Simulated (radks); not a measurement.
Problem. Spherical quantum dot in the effective-mass picture: electrons in a parabolic well V = omega^2 r^2 / 2 with omega = 0.0657, all in effective atomic units (hartree* = m*/eps^2 hartree, bohr* = eps/m* bohr), one dielectric constant everywhere. Calculated with a radial shooting solver with Libxc functionals: non-relativistic Kohn-Sham, LDA (Slater exchange, Perdew-Wang correlation), spin-polarised, spherical densities. Levels are named by radial order and angular momentum (1s, 1p, 1d, 2s, ...), and open shells are averaged over m. At N = 14 the configuration is 1s2 1p6 1d(up 5, down 1). Does electron 15 go into 2s down or 1d down or 2s up?

Solution. Into 1d down. The total energies of the other choices lie higher by 0.00618 hartree* (2s up), 0.00956 hartree* (2s down).
